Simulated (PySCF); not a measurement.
Cl2HSi, SMILES Cl[SiH]Cl, multiplicity 2. Atoms are numbered in the order given.

```xyz
4

Cl    -0.0242     0.3766    -1.6844
Si     0.1310    -0.7905     0.0000
Cl    -0.0242     0.3766     1.6844
H     -1.0116    -1.7387     0.0000
```
Charge 0, spin multiplicity 2.

The structure is a stationary point at TPSSh-D3(BJ)/def2-TZVP. The isomer is the one that the SMILES or the coordinates give; other isomers of the formula were not compared.

These are PBE/pcH-1 (PySCF) values and carry that method's errors.

Unrestricted Kohn–Sham, ⟨S²⟩ = 0.751. Hyperfine tensors hold the contact and dipolar terms, without spin-orbit corrections.

Computed hyperfine couplings:
| nucleus | A(iso) (MHz) | A(iso) (G) | dipolar principal values (MHz) |
|---|---|---|---|
| 35Cl no. 1 | 16.9 | 6.0 | -21.3, -20.3, 41.6 |
| 29Si no. 2 | -781.8 | -279.0 | -133.6, 66.1, 67.6 |
| 35Cl no. 3 | 16.9 | 6.0 | -21.3, -20.3, 41.6 |
| 1H no. 4 | 164.6 | 58.7 | -6.1, -0.6, 6.8 |

### Question
And the g tensor (effective nuclear charges for spin-orbit coupling, GIAO)? (The exact figures need the calculation; the answer reports its results.)

### Answer
principal values 2.0020, 2.0092, 2.0097; isotropic 2.0070.
